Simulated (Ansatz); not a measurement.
A single point on C2H7BN2, SMILES `B/C=N/CN`.

```yaml
crystal:
  periodic: [false, false, false]
  atoms:
    - {symbol: B, position_ang: [-2.365767, -0.668021, 0.558107]}
    - {symbol: C, position_ang: [-0.974042, -0.264273, 0.001110]}
    - {symbol: N, position_ang: [-0.054727, 0.036974, 0.835488]}
    - {symbol: C, position_ang: [1.276130, 0.345535, 0.360437]}
    - {symbol: N, position_ang: [1.486576, 0.329827, -1.064950]}
    - {symbol: H, position_ang: [-2.626263, -0.443865, 1.701112]}
    - {symbol: H, position_ang: [-3.166706, -1.211396, -0.147415]}
    - {symbol: H, position_ang: [-0.733567, -0.288088, -1.069655]}
    - {symbol: H, position_ang: [1.937466, -0.385727, 0.837522]}
    - {symbol: H, position_ang: [1.521739, 1.309682, 0.828140]}
    - {symbol: H, position_ang: [1.394399, 1.241874, -1.487536]}
    - {symbol: H, position_ang: [2.381761, -0.057719, -1.318461]}
basis:
  gaussian: {orbitals: def2-QZVPP}
correlation: {method: mp2}
```

```sh
$ ansatz run in.yaml --threads 4 --pin off --events-out ev --progress --plain --max-ram 10444MiB
```

Shortened log:

```
Functional definition: HF
  name "HF"
  cite "Fock, Z. Phys. 61, 126 (1930) doi:10.1007/BF01340294"
  parent pbe
  exchange = exact_x
  correlation = 0
2970 factors; integrals over basis functions are off by at most 9.0e-4 eV
mean field evaluation 1: about -5803.6756 eV, gradient 3.9e1 eV
mean field evaluation 2: about -5803.8148 eV, gradient 3.9e1 eV
mean field evaluation 4: about -5807.6756 eV, gradient 4.8e0 eV
mean field evaluation 8: about -5807.7503 eV, gradient 3.6e-1 eV
mean field -5807.75098968 eV, -213.4309122356 hartree, gradient 2.1e-6 eV, S^2 0.000000; 0 other end points of the search recorded, 0 dependent functions left out; unrestricted orbitals would lower it
mean field evaluation 16: about -5807.6661 eV, gradient 3.5e0 eV
5 core orbitals not correlated: weight in the atoms' cores, before any rotation towards them, 1.000 or more for the frozen orbitals, at most 0.000 for the correlated occupied ones
reference -5807.75098968 eV, -213.4309122356 hartree; 14, 14 occupied and 476, 476 virtual orbitals, 2970 factors
second order -24.48566957 eV of doubles, -0.00000000 eV of singles
Total energy: -5832.23665924 eV, -214.3307439952 hartree
```

It took 40 s on 4 threads of an Arm Neoverse V1 on a shared host, with 3.2 GiB of host memory at the peak.
